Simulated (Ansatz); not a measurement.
```yaml
crystal:
  periodic: [false, false, false]
  atoms:
    - {symbol: O, position_ang: [-0.611266, 0.527255, 2.395067]}
    - {symbol: B, position_ang: [0.199980, 0.255560, 1.306370]}
    - {symbol: F, position_ang: [1.530504, 0.239237, 1.585769]}
    - {symbol: O, position_ang: [-0.006008, 1.291928, 0.174739]}
    - {symbol: C, position_ang: [0.125306, 0.975991, -1.047418]}
    - {symbol: C, position_ang: [0.214067, -0.328768, -1.501293]}
    - {symbol: C, position_ang: [-0.003576, -1.328142, -0.568507]}
    - {symbol: O, position_ang: [-0.140835, -1.116480, 0.675337]}
    - {symbol: H, position_ang: [-1.546626, 0.536965, 2.194007]}
    - {symbol: H, position_ang: [0.117661, 1.812240, -1.748581]}
    - {symbol: H, position_ang: [0.314289, -0.552743, -2.551873]}
    - {symbol: H, position_ang: [-0.116496, -2.368042, -0.879715]}
basis:
  gaussian: {orbitals: def2-SVPD}
hamiltonian: {xc: {name: HF}}
correlation: {method: mp2, frozen_orbitals: {O: 0}}
```

```sh
$ ansatz run in.yaml --threads 4 --pin off --events-out ev --progress --plain --max-ram 11315MiB
```

Shortened log:

```
Functional definition: HF
Error: "frozen_orbitals" has no count for B
```

(1) What is wrong with this run?

Results:

(1) Frozen orbitals are typed for one element alone, and the program wants a count for each. The program refused the input.
